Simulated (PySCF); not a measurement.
Correlation energy of Ir²⁺ (iridium, charge +2)

[Xe] 4f14 5d7, high-spin 4F determinant. All numbers are calculated (PySCF 2.14, a scalar-relativistic core potential, in def2-TZVPPD with the def2 core potential (60 electrons) (6s5p3d2f1g, 59 functions)). Frozen: nothing; 15 electrons correlated.

```
  level  correlation energy (mhartree)
   CCSD                        -362.86
    (T)                          -9.03
CCSD(T)                        -371.89
```

Diagnostics: T1 = 0.0053, D1 = 0.0115, largest double amplitude 0.038.

Problem. Is a single reference adequate?

Solution. Yes, within this model without spin-orbit coupling: T1 lies below 0.03 and no double amplitude reaches 0.07.

The basis has no tight functions for the innermost shells, so their pair energies are far from complete.

This basis was not built for core-valence correlation, so the inner-shell part is incomplete.
